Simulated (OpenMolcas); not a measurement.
## Nb+: effect of the level shift or regulariser

```json
{"Program": "OpenMolcas 26.06", "Basis": "ANO-RCC-VQZP [8s7p5d3f2g1h]", "Scalar Hamiltonian": "DKH2, point nucleus", "Active space": "4 electrons in 5 orbitals (4d)", "State averaging": "2S+1 = 5 even, 5 roots; 2S+1 = 3 even, 45 roots; 2S+1 = 1 even, 50 roots (49 in the spin-orbit step)", "Spin-orbit coupling": "state interaction with AMFI integrals over the reference wave functions, term energies averaged over their components"}
```

Methods on the same reference wave functions:
A. CASSCF
B. MS-CASPT2, IPEA 0.25 Eh, imaginary shift 0.1 Eh (closed shells correlated: 4s 4p)
C. MS-CASPT2, IPEA 0.25 Eh, sigma2 regulariser 0.3 Eh (closed shells correlated: 4s 4p)

Energies in eV above 4d4 5D0, the measured ground level; measured values from NIST Handbook of Basic Atomic Spectroscopic Data.

| Level | A | B | C | Measured |
| --- | --- | --- | --- | --- |
| 4d4 5D0 | 0.0000 | 0.0000 | 0.0000 | 0.0000 |
| 4d4 5D1 | 0.0171 | 0.0195 | 0.0190 | 0.0197 |
| 4d4 5D2 | 0.0492 | 0.0542 | 0.0533 | 0.0543 |
| 4d4 5D3 | 0.0938 | 0.0997 | 0.0986 | 0.0994 |
| 4d4 5D4 | 0.1484 | 0.1529 | 0.1519 | 0.1519 |
| 4d4 3H4 | 1.6065 | 1.241 | 1.244 |  |
| 4d4 3H5 | 1.6437 | 1.284 | 1.287 |  |
| 4d4 3P0(1) | 1.6694 | 0.986 | 1.066 |  |
| 4d4 3H6 | 1.6818 | 1.324 | 1.327 |  |
| 4d4 3P1(1) | 1.7672 | 1.082 | 1.164 |  |
| 4d4 3F3(1) | 1.8576 | 1.349 | 1.370 |  |
| 4d4 3F2(1) | 1.8593 | 1.339 | 1.364 |  |
| 4d4 3F4(1) | 1.8746 | 1.371 | 1.391 |  |
| 4d4 3P2(1) | 1.9253 | 1.235 | 1.319 |  |
| 4d4 3G3 | 2.0345 | 1.553 | 1.564 |  |
| 4d4 3G4 | 2.0712 | 1.591 | 1.601 |  |
| 4d4 3G5 | 2.0964 | 1.625 | 1.633 |  |
| 4d4 1I6 | 2.4396 | 1.912 | 1.913 |  |
| 4d4 3D3 | 2.5872 | 1.951 | 1.976 |  |
| 4d4 1G4(1) | 2.5917 | 1.999 | 2.006 |  |
| 4d4 3D2 | 2.5991 | 1.937 | 1.976 |  |
| 4d4 3D1 | 2.6177 | 1.984 | 2.009 |  |
| 4d4 1S0 | 2.9769 | 2.245 | 2.250 |  |
| 4d4 1D2(1) | 3.1553 | 2.121 | 2.234 |  |

Deviations, from unrounded energies. A percentage is the sum of absolute deviations over the sum of measured energies, with the sign that they share, or ± where signs differ.

```tsv
Against measurement	Levels	A	B	C
mean absolute deviation (cm-1)	4	34	3.6	5
fine structure of the ground term (%)	4	-5.1	±0.5	±0.8
```

B, C lie about equally close to measurement and A furthest from it. The largest miss of B in the table is 4d4 5D4, by +8 cm-1. The ranking rests on the paired levels alone, and a cruder setting can come out closer through cancelling errors.

Between B and C the level of the table that moves most is 4d4 1D2(1), by 910 cm-1 (lowest in B, highest in C). Moves below CASPT2's spread within the term are not significant.

The two smallest mean deviations differ by little beside CASPT2's spread within terms, so their order carries little weight.

From A to B the spin-free energies of the other terms of 4d4 shown, above 5D, scale by factors of 0.60 to 0.77.

The lowest spin-free term lies below A's lowest term by 0.357 hartree in B, 0.357 hartree in C.

CASPT2 does not keep the components of a term degenerate, so their means are used; among the terms shown or strongly mixed into the levels shown the widest spread is 1500 cm-1 (4d4 1I, B). Some high roots are left out of the spin-orbit mixing, which shifts the levels that they would mix with. Configurations with an s electron lie low at this charge and mix in, so terms can be misplaced. The CASPT2 spread within a term exceeds the gap to the next term for 4d4 1I and 4d4 1G(1), 4d4 1G(1) and 4d4 3D, so the order of their levels is uncertain (figures for B; the like holds for C). Without dynamic correlation excited terms often stand tens of per cent too high (terms of higher spin than the ground term too low), and those without a measured partner can miss by more than the paired ones (holds for A). Some terms miss by over 15 % even with CASPT2, which points to a basis or an active space too small for the shells correlated (holds for B; C). Computed and measured levels are paired by configuration, term and J; levels that our copy of the source lacks, or whose pairing is in doubt (as where it misses far off the trend of its configuration), stay unpaired and out of the deviations. Levels of configurations outside the active space are missing. The table leaves out levels that lie high or whose names do not pair safely across all columns.

A number in round brackets counts repeated terms of one configuration in the order of the reference energies.
